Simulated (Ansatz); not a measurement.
**SnH3Cl (SMILES [Cl][SnH3]): the energy, rung by rung**

SnH3Cl: 5 atoms, total charge 0, spin state singlet. As SMILES, `[Cl][SnH3]`. The coordinates come from a PBE0-D4/def2-TZVP relaxation.

```xyz
5

Cl   -1.8394    0.3324    1.0299
Sn    0.1689   -0.0445   -0.0975
H    -0.1205    0.3629   -1.7224
H     0.5227   -1.6942    0.1111
H     1.3182    0.9699    0.6374
```

Each level gives the energy change with the Sn2–H4 bond stretched from 1.700 to 2.550 Å (eV). The values are calculated.

| level | kind | program | value (eV) | less FCI/STO-3G | CPU time (all runs) |
| --- | --- | --- | --- | --- | --- |
| B3LYP/STO-3G (restricted) | global hybrid | Ansatz | 3.12 | +0.33 | 5 s |
| BHLYP/STO-3G (restricted) | global hybrid | Ansatz | 3.50 | +0.71 | 5 s |
| r2SCAN0/STO-3G (restricted) | hybrid meta-GGA | Ansatz | 3.35 | +0.56 | 11 s |
| CAM-B3LYP/STO-3G (restricted) | range-separated hybrid | Ansatz | 3.37 | +0.58 | 5.5 s |
| HSE06/STO-3G (restricted) | range-separated hybrid | Ansatz | 3.20 | +0.41 | 5.5 s |
| MP2/STO-3G (restricted) | perturbation theory | Ansatz | 3.39 | +0.60 | 1.5 s |
| BCCD(T)/STO-3G (restricted) | coupled cluster or CI | Ansatz | 2.79 | 0.00 | 1.8 s |
| FCI/STO-3G | exact in the basis | Ansatz | 2.79 | 0.00 | 24 s |

FCI/STO-3G is exact within its basis and frozen core, so for wave-function methods in that basis the difference is their error; functionals converge differently with the basis, so for them it is only a difference. All-electron rows without a relativistic Hamiltonian named are non-relativistic. The first shape isn't each level's own minimum. The values span 2.79 to 3.50 eV. All rows use very small basis sets, so none should be taken for the real molecule's value. In the correlated wave-function rows the outer d shell of Sn is correlated, in sets not made for it. In so small a basis fixed costs decide the times, and correlated methods can beat functionals. CPU times are rough (shared hosts, several kinds of processor and program).
